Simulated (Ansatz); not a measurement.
Geometry optimisation, Ansatz, RKS B3LYP-D4/6-31G*.

Input file:

```yaml
crystal:
  periodic: [false, false, false]
  atoms:
    - { symbol: O, position_ang: [-1.06725, 1.68193, -0.62681] }
    - { symbol: Si, position_ang: [0.36727, 1.22544, -0.14357] }
    - { symbol: "N", position_ang: [0.71944, -0.33632, 0.26124] }
    - { symbol: Mg, position_ang: [-0.13555, -2.194, 0.39878] }
    - { symbol: H, position_ang: [-1.92445, 1.29022, -0.78639] }
    - { symbol: H, position_ang: [1.16708, 2.42209, -0.15698] }
    - { symbol: H, position_ang: [1.68462, -0.49458, 0.55863] }
    - { symbol: H, position_ang: [-0.81117, -3.59478, 0.49509] }
total_charge: 1
basis:
  gaussian: { orbitals: "6-31G*" }
hamiltonian:
  xc: b3lyp
  dispersion: d4
relax:
  f_tol: 0.015
  max_steps: 40
output:
  orbitals: {}
```

Run as:

```bash
$ ansatz run input.yaml --threads 1 --pin off --max-ram 2048MiB --backend cpu --events-out ev --progress --plain --runs-dir out
```

Question: Where does it end, and by what steps?

Answer: It converged. Limits of this set-up: the dipole of an ion depends on the origin. After 7 steps the energy has fallen by 0.180 eV; H8 moved furthest, 0.22 Å.

```csv
step,energy less start (eV),largest force component (eV/Å),accepted
0,0.0000,1.591,yes
1,-0.1371,0.446,yes
2,-0.1674,0.202,yes
3,-0.1736,0.190,yes
4,-0.1783,0.119,yes
5,-0.1797,0.083,yes
6,-0.1797,0.067,yes
7,-0.1799,0.010,yes
```

```xyz
8
Properties=species:S:1:pos:R:3
O -1.124 1.641 -0.635
Si 0.336 1.206 -0.148
N 0.783 -0.314 0.277
Mg -0.069 -2.142 0.407
H -1.927 1.111 -0.750
H 1.238 2.358 -0.129
H 1.770 -0.329 0.551
H -1.006 -3.530 0.426
```

Whether the end is a true minimum wasn't checked by a vibrational analysis.

Run time: 33 s on 1 CPU thread of a shared host.
